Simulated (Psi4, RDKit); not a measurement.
Torsional profile of C6H13Cl, SMILES CC(C)(C)CCCl. Scanned: dihedral C2–C5–C6–Cl7; all other coordinates were relaxed at GFN2-xTB. Points at φ and −φ are mirror images. Heavy atoms are numbered in the order of the SMILES CC(C)(C)CCCl, hydrogens after them in the order of the atoms that carry them; the mirror image has the same energies with the sign of each dihedral reversed.

Computed with: MMFF94 // GFN2-xTB (RDKit); PBE-D3(BJ)/def2-SVP // GFN2-xTB (Psi4).

Energies relative to the lowest point of each profile, in kcal/mol:

```
φ / °  MMFF94
-----  ------
-150      2.4
-120      4.4
-90       2.7
-60       4.3
-30       9.3
0        12.4
30        9.3
60        4.3
90        2.7
120       4.4
150       2.4
180       0.0
```

**Question.** Estimate the PBE-D3(BJ)/def2-SVP values at these points.

**Answer.** -150: 1.4; -120: 2.7; -90: 0.7; -60: 0.3; -30: 3.7; 0: 6.2; 30: 3.7; 60: 0.3; 90: 0.7; 120: 2.7; 150: 1.4; 180: 0.0 (kcal/mol).
